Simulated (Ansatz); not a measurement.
Diborane 1,1-di Cl (B2H4Cl2) was relaxed with PBE0-D4 (def2-SVP) in Ansatz in these states: charge +1 doublet, neutral singlet. The geometries follow in no particular order.

A:

```xyz
8

B     0.4067    0.0090   -0.5447
Cl    2.1017   -0.5428   -0.8035
Cl    0.1644    0.5927   -2.2313
H    -0.4231   -0.9233   -0.1601
B    -0.6279   -0.0138    0.8409
H    -1.7238    0.4384    0.6821
H    -0.1572   -0.4798    1.8369
H     0.2592    0.9196    0.3797
```

B:

Cartesian coordinates in Å:
```
B 0.205 -0.090 -0.782
Cl 1.559 0.819 -1.463
Cl -0.697 -1.197 -1.824
H 0.593 -0.729 0.364
B -0.242 0.106 0.922
H -1.170 -0.536 1.333
H 0.404 0.871 1.584
H -0.653 0.755 -0.134
```

Judge from the bond lengths which geometry belongs to which state (an estimate).

A is the charge +1 doublet (B1–H4 1.306 Å, B1–H8 1.306 Å, H4–B5 1.368 Å); B is the neutral singlet (B1–H4 1.368 Å, B1–H8 1.368 Å, H4–B5 1.306 Å).
